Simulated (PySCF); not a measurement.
## Ionisation energy of N²⁺ by level of theory

N²⁺ [He] 2s2 2p1 [2p1/2^1, M_J = 1/2] → N³⁺ [He] 2s2, as a difference of total energies. Computed with PySCF 2.14 in x2c-TZVPall-2c (5s3p2d1f, 31 functions), with the two-component X2C-1e Hamiltonian. Correlated levels: 1s2 frozen. "Screened" scales the spin-orbit matrix elements by Boettger's factors to mimic the two-electron term; Breit and QED terms are absent.

| method | ionisation energy (eV) |
| --- | --- |
| GHF (spin-free) | 47.321 |
| GMP2 (spin-free) | 47.453 |
| GHF (screened spin-orbit) | 47.336 |
| GMP2 (screened spin-orbit) | 47.467 |

Q: How much does correlation contribute at GMP2 (screened spin-orbit)?

A: 47.467 − (47.336) = 0.131 eV, measured against GHF (screened spin-orbit).

Errors of the correlated levels include the incompleteness of this basis and the frozen core.

For comparison: 47.445 eV (semi-empirical (NIST evaluation); NIST Atomic Spectra Database, ionization energies).
